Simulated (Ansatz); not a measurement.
Q: Predict a relaxed structure of the cluster Mo₄⁺, charge 1, doublet, at PBE-D4/def2-SVP (Ansatz).

A: 
Cartesian coordinates in Å:
```
Mo -0.080 -1.488 -0.264
Mo -0.996 0.955 -0.623
Mo 1.111 0.837 -0.596
Mo -0.036 -0.303 1.482
```
Point group D2d (tolerance 0.1 Å). This is one stationary point.

In the def2 sets Mo takes a core potential; there is no spin–orbit coupling. The structure comes from a short search, and lower isomers may exist.
